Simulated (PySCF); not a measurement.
Computed Raman spectrum (relative Raman activity) of a molecule C₄H₄F₂. Geometry optimised at PBE0-D3(BJ)/def2-SVP. Other conformers were not sampled. Computed with PBE0-D3(BJ)/def2-SVP (PySCF). No scaling factor is applied to the harmonic values.

| ν (cm⁻¹) | relative intensity |
|---|---|
| 271 | 2.2 |
| 447 | 2.8 |
| 594 | 5.4 |
| 786 | 6.1 |
| 838 | 2.8 |
| 991 | 3.3 |
| 1267 | 5.5 |
| 1380 | 5.3 |
| 1442 | 12 |
| 1449 | 6.7 |
| 3053 | 100 |
| 3125 | 81 |
| 3134 | 58 |
| 3183 | 27 |

Task: Which molecule gave these data?
A) C#CC(C)(F)F
B) FC1=C(F)CC1
C) CC=C=C(F)F
D) F/C=C\C=C/F

Result: C, CC=C=C(F)F
